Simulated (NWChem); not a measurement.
InSiH$_{5}$O$_{2}$; SMILES [OH][In]([OH])[SiH3]

```xyz
9

In     0.0002     0.2783     0.0026
O     -1.6856     1.3645    -0.0034
H     -1.5396     2.3170    -0.0113
O      1.6836     1.3681    -0.0034
H      1.5357     2.3203    -0.0120
Si     0.0009    -2.2723    -0.0011
H      1.2713    -2.7856     0.5903
H     -0.1145    -2.7560    -1.4099
H     -1.1594    -2.7830     0.7868
```
Atoms are numbered in this order, from 1.

Results from NWChem. Coordinates come from a PBE0/def2-SVP (def2 core potentials past Kr) optimisation.

For level Hartree-Fock/3-21G, non-relativistic:

```
Property                     Result
---------------------------  ------
highest occupied level (eV)  -10.53
orbital gap (eV)              12.02
dipole (D)                     1.28
```

Q: How do the values read with level Hartree-Fock/STO-3G, non-relativistic instead?

A: The highest occupied level (eV) comes out as -7.48. The orbital gap (eV) is 13.73 and the dipole (D) comes out as 0.41.
